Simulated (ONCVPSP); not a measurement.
**An all-electron radial function and its pseudo partner (C (Z = 6))**

Columns: radius, all-electron u(r) and pseudo u(r) of the 2p shell (level -5.42 eV) of carbon in the configuration [He] 2s2 2p2; LDA (Perdew-Wang 92), scalar-relativistic, ONCV scheme, ONCVPSP 4.0.1.

```tsv
r (bohr)	all-electron	pseudo
0.160	0.1038	0.0273
0.320	0.2792	0.1048
0.480	0.4381	0.2202
0.640	0.5583	0.3559
0.800	0.6391	0.4925
0.960	0.6856	0.6123
1.120	0.7050	0.7023
1.280	0.7043	0.7560
1.440	0.6892	0.7731
1.600	0.6644	0.7589
1.760	0.6333	0.7215
1.920	0.5986	0.6703
2.080	0.5620	0.6138
2.240	0.5249	0.5580
2.400	0.4881	0.5066
2.560	0.4523	0.4611
2.720	0.4179	0.4212
2.880	0.3851	0.3860
3.040	0.3541	0.3542
3.200	0.3250	0.3250
3.360	0.2978	0.2978
3.520	0.2724	0.2725
3.680	0.2489	0.2490
3.840	0.2272	0.2273
4.000	0.2072	0.2072
4.160	0.1887	0.1887
```

Q: How many radial nodes do the two functions have?

A: The all-electron 2p function has n − l − 1 = 0; the pseudo-wave has 0.

Q: At about which radius was the pseudo-wave matched?

A: 3.20 bohr, where the columns begin to agree (steps of 0.16 bohr).

Q: Is the pseudo-wave norm-conserving?

A: Yes: the ONCV scheme keeps the norm inside the radius equal to the all-electron one, which fixes the energy derivative of the logarithmic derivative at the level.
